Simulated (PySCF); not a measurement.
Compound: C7H9N.
SMILES with atom numbers: `[CH2:1]=[C:2](/[CH:3]=[CH:4]\[C:5]#[N:6])[CH2:7][CH3:8]` (hydrogens: H9, H10 on C1; H11 on C3; H12 on C4; H13, H14 on C7; H15, H16, H17 on C8)

The same species was optimised twice, with GFN2-xTB and with PBE0-D3(BJ)/def2-SVP (PySCF), and the same property calculations (PySCF, gas phase) were run on both structures.

```tsv
coordinate	GFN2-xTB	PBE0-D3(BJ)/def2-SVP	change
C4–C5 (Å)	1.403	1.423	+0.020
C5≡N6 (Å)	1.149	1.161	+0.012
C1=C2 (Å)	1.337	1.348	+0.011
C2–C3 (Å)	1.449	1.460	+0.011
C3=C4 (Å)	1.344	1.352	+0.008
C2–C7 (Å)	1.502	1.507	+0.005
C7–C8 (Å)	1.530	1.527	-0.003
C2–C7–C8 (°)	110.8	113.0	+2.2
C4–C5–N6 (°)	175.1	176.7	+1.6
C1–C2–C3 (°)	118.5	117.2	-1.3
C2–C3–C4 (°)	129.3	130.6	+1.3
C3–C2–C7 (°)	120.8	121.6	+0.8
C3–C4–C5 (°)	128.2	127.4	-0.8
C1–C2–C7 (°)	120.7	121.2	+0.5
C1–C2–C3–C4 (°)	176	175	-1
C1–C2–C7–C8 (°)	98	101	+3
```

Rotational constants: A = 3142, B = 1630, C = 1179 MHz (GFN2-xTB) against A = 3050, B = 1610, C = 1153 MHz (PBE0-D3(BJ)/def2-SVP). Point groups within 0.08 Å: C1 and C1. Atoms that the bonding makes alike are paired by their places after alignment.

On the GFN2-xTB structure: HOMO (eV) -7.27 [PBE0/pcSseg-1]; LUMO (eV) -2.07 [PBE0/pcSseg-1]; dipole (D) 4.00 [PBE0/pcSseg-1]; GIAO shielding of C1 (ppm) 52.2 [PBE0/pcSseg-1]; GIAO shielding of C2 (ppm) 28.4 [PBE0/pcSseg-1]; GIAO shielding of C3 (ppm) 29.7 [PBE0/pcSseg-1]; GIAO shielding of C4 (ppm) 87.2 [PBE0/pcSseg-1]; GIAO shielding of C5 (ppm) 63.8 [PBE0/pcSseg-1]; GIAO shielding of N6 (ppm) -64.5 [PBE0/pcSseg-1]; GIAO shielding of C7 (ppm) 156.5 [PBE0/pcSseg-1]; GIAO shielding of C8 (ppm) 167.5 [PBE0/pcSseg-1].

What do these properties become on the PBE0-D3(BJ)/def2-SVP structure?

| property | level | on GFN2-xTB | on PBE0-D3(BJ)/def2-SVP | change |
| --- | --- | --- | --- | --- |
| HOMO (eV) | PBE0/pcSseg-1 | -7.27 | -7.26 | +0.01 |
| LUMO (eV) | PBE0/pcSseg-1 | -2.07 | -2.09 | -0.02 |
| dipole (D) | PBE0/pcSseg-1 | 4.00 | 4.03 | +0.03 |
| energy, GFN2-xTB geometry as zero (kcal/mol) | PBE0/pcSseg-1 | 0.0 | -0.8 | -0.8 |
| GIAO shielding of C1 (ppm) | PBE0/pcSseg-1 | 52.2 | 47.7 | -4.5 |
| GIAO shielding of C2 (ppm) | PBE0/pcSseg-1 | 28.4 | 26.9 | -1.5 |
| GIAO shielding of C3 (ppm) | PBE0/pcSseg-1 | 29.7 | 26.3 | -3.4 |
| GIAO shielding of C4 (ppm) | PBE0/pcSseg-1 | 87.2 | 84.4 | -2.8 |
| GIAO shielding of C5 (ppm) | PBE0/pcSseg-1 | 63.8 | 61.7 | -2.1 |
| GIAO shielding of N6 (ppm) | PBE0/pcSseg-1 | -64.5 | -67.9 | -3.4 |
| GIAO shielding of C7 (ppm) | PBE0/pcSseg-1 | 156.5 | 155.4 | -1.1 |
| GIAO shielding of C8 (ppm) | PBE0/pcSseg-1 | 167.5 | 166.6 | -0.9 |

The heavy atoms differ by 0.031 Å rms after alignment (one structure mirrored). Among bonds between heavy atoms C4–C5 changes most (+0.020 Å). Changes are differences of the printed values. Neither structure is proved a minimum here.

Shape of the structure used: `[CH2:1]=[C:2](/[CH:3]=[CH:4]\[C:5]#[N:6])[CH2:7][CH3:8]`: C1–C2–C3–C4 175°, C1–C2–C7–C8 101°.
